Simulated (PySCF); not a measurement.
## Spin states of GaH

Unrestricted PBE0; PySCF, no relativity, basis sets Ga def2-SVPD, H def2-SVPD. Outer shells of the fragments: Ga 3d10 4s2 4p1; H 1s1.

Followed along the bond (rough minima from three points):

```
2Ms+1  unpaired  ⟨S²⟩ at the start  R at minimum (Å)  Te (eV)
    1      none               0.00              1.68     0.00
    3  σ ↑, π ↑               2.00              1.61     1.97
```

Solutions found at the starting distance of 1.525 Å, counted from the lowest of them; the search is not exhaustive and high or unbound solutions are not listed, so other states can lie among these:

```tsv
2Ms+1	unpaired	term	E (eV)	⟨S²⟩	⟨Lz²⟩	μ (D)
1	none	¹Σ⁺	0.00	0.00	0.00	0.32
3	σ ↑, π ↑	³Π	1.86	2.00	1.00	-0.17
1	σ ↑, π ↓	mixed	2.26	1.02	1.00	-0.11
3	σ ↑↑	³Σ⁺	5.26	2.01	0.00	2.03
3	π ↑↑	³Σ⁻	5.33	2.10	0.00	-0.58
1	π ↑↓	mixed	5.77	1.00	2.01	-0.67
1	none	mixed	6.52	0.00	2.00	-0.65
3	σ ↑, δ ↑	³Δ	6.88	2.01	4.00	0.20
1	σ ↑, δ ↓	mixed	6.93	1.01	4.00	0.23
```

A term symbol is given only where ⟨S²⟩ and ⟨Lz²⟩ are close to those of a pure state; real π, δ and φ orbitals otherwise mix terms. A positive dipole means Ga(−)H(+).

Compare the gap between the two lowest followed solutions at the starting distance with the gap between their minima.

At PBE0 the second solution (triplet, unpaired electrons σ ↑, π ↑) lies +1.86 eV from the first (singlet, closed shell) at 1.525 Å and +1.97 eV at the minima; the two curves relax by different amounts, since their minima lie near 1.61 and 1.68 Å.

Counting both spins, an empty level lies below a filled one in some of these solutions, because spin and occupation are held.
